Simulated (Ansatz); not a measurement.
Start from `Cl[BH][ZnH]` and change one atom or group to get `SBCl`.

Ansatz, PBE0-D4/def2-TZVP geometries, multiplicity 1. Each molecule was computed in one conformer, which needn't be the lowest.

Scalar relativity is left out up to krypton.

| property | `Cl[BH][ZnH]` |
| --- | --- |
| HOMO–LUMO gap (ωB97M-V/def2-TZVPP) / eV | 8.64 |
| ideal-gas entropy at 298 K and 1 bar (rigid rotor, harmonic PBE0-D4/def2-TZVP) / J/(mol·K) | 299 |
| LUMO energy (B3LYP/def2-TZVPP) / eV | -2.56 |
| HOMO energy (B3LYP/def2-TZVPP) / eV | -6.83 |
| HOMO–LUMO gap (PBE0/def2-TZVPP) / eV | 4.64 |
| HOMO–LUMO gap (PBE/def2-TZVPP) / eV | 2.62 |

(1) What does the change do to each property? (Estimate.)

Answers

(1) The calculation gave: 
| property | `SBCl` | shift |
| --- | --- | --- |
| HOMO–LUMO gap (ωB97M-V/def2-TZVPP) / eV | 11.20 | 2.56 |
| ideal-gas entropy at 298 K and 1 bar (rigid rotor, harmonic PBE0-D4/def2-TZVP) / J/(mol·K) | 279 | -20 |
| LUMO energy (B3LYP/def2-TZVPP) / eV | -1.48 | 1.08 |
| HOMO energy (B3LYP/def2-TZVPP) / eV | -8.05 | -1.22 |
| HOMO–LUMO gap (PBE0/def2-TZVPP) / eV | 7.02 | 2.38 |
| HOMO–LUMO gap (PBE/def2-TZVPP) / eV | 4.90 | 2.28 |

With PBE0 the HOMO falls by 1.32 eV and the LUMO rises by 1.06 eV, so the gap widens by about 2.38 eV. PBE moves the HOMO by -1.24 eV and ωB97M-V by -1.34 eV.

B3LYP here is the variant with VWN-RPA as its local correlation; programs differ in this.
